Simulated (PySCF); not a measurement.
Can point charges reproduce the dipole moment of `c1(ccncc1)[SiH2][SiH3]`?

Coordinates (GFN2-xTB, Å) and charges (e) from the PBE0/pcSseg-1 density (PySCF):

```csv
atom,x,y,z,Mulliken,IAO,Hirshfeld,ESP-fitted
Si1,2.886,0.211,-0.667,+0.2249,+0.2879,+0.2172,+0.2379
Si2,1.407,-0.297,1.039,+0.3670,+0.4511,+0.2498,+0.1679
C3,-0.371,-0.123,0.415,-0.3076,-0.2343,-0.0794,+0.5055
C4,-1.043,-1.186,-0.182,-0.1635,-0.1749,-0.0530,-0.7261
C5,-2.332,-0.999,-0.652,+0.1707,-0.0099,+0.0169,+0.5946
N6,-2.977,0.152,-0.570,-0.4087,-0.2742,-0.1608,-0.7495
C7,-2.345,1.171,-0.012,+0.1707,-0.0100,+0.0169,+0.6046
C8,-1.056,1.086,0.488,-0.1635,-0.1749,-0.0530,-0.7313
H9,2.719,1.581,-1.162,-0.0564,-0.0924,-0.0703,-0.0753
H10,4.274,0.085,-0.216,-0.0586,-0.0978,-0.0738,-0.0763
H11,2.729,-0.676,-1.823,-0.0565,-0.0924,-0.0703,-0.0753
H12,1.529,-1.672,1.544,-0.0517,-0.0973,-0.0718,-0.0744
H13,1.516,0.588,2.208,-0.0518,-0.0973,-0.0718,-0.0739
H14,-0.566,-2.151,-0.274,+0.0878,+0.1516,+0.0501,+0.2182
H15,-2.882,-1.808,-1.117,+0.1047,+0.1566,+0.0516,+0.0189
H16,-2.904,2.097,0.035,+0.1047,+0.1566,+0.0516,+0.0149
H17,-0.591,1.952,0.936,+0.0877,+0.1516,+0.0501,+0.2195
```

Problem. Compute μ = Σ q r for each scheme (1 e·Å = 4.803 D) and compare with the dipole of the full density.

Solution. The full density gives (1.81, -0.16, 0.58) D, 1.91 D in size; dipole vectors point from the negative to the positive end.

```tsv
scheme	μx	μy	μz	size (D)	share of the full size (%)	angle to the full dipole (°)
Mulliken	2.97	-0.13	0.51	3.02	158	9
IAO	2.32	-0.20	0.73	2.44	128	0
Hirshfeld	1.18	-0.11	0.38	1.24	65	0
ESP-fitted	1.82	-0.16	0.59	1.92	101	0
```

Problem. Which set comes closest?

Solution. Length of the difference vector: ESP-fitted 0.01 D, IAO 0.53 D, Hirshfeld 0.67 D, Mulliken 1.16 D. Closest: ESP-fitted. The schemes that divide the density aren't constrained to reproduce the dipole.

Problem. What is left for the Hirshfeld atoms' own dipoles?

Solution. The Hirshfeld atoms' densities add up to the full density, so μ = Σ q r + Σ (atomic dipoles). The atomic dipoles sum to (1.81, -0.16, 0.58) − (1.18, -0.11, 0.38) = (0.63, -0.05, 0.20) D, 0.67 D in size.

Problem. With the origin at the mean of the coordinates, (0.000, 0.001, -0.001) Å, which are the largest single terms, by size, of the ESP-fitted dipole along the direction of the full one?

Solution. N6 +10.84, C7 -6.75, C5 -6.65, C8 +3.31, C4 +3.30 D; all 17 atoms together +1.92 D. The single terms depend on the origin, their sum doesn't.

Problem. Give the size of the full dipole in other units.

Solution. 1.91 D = 0.751 au = 0.397 e·Å = 6.37 × 10⁻³⁰ C·m.

Isolated species at its GFN2-xTB geometry (one conformer only).

The values belong to the conformer `[SiH3:1][SiH2:2][c:3]1[cH:4][cH:5][n:6][cH:7][cH:8]1`: Si1–Si2–C3–C4 89°.
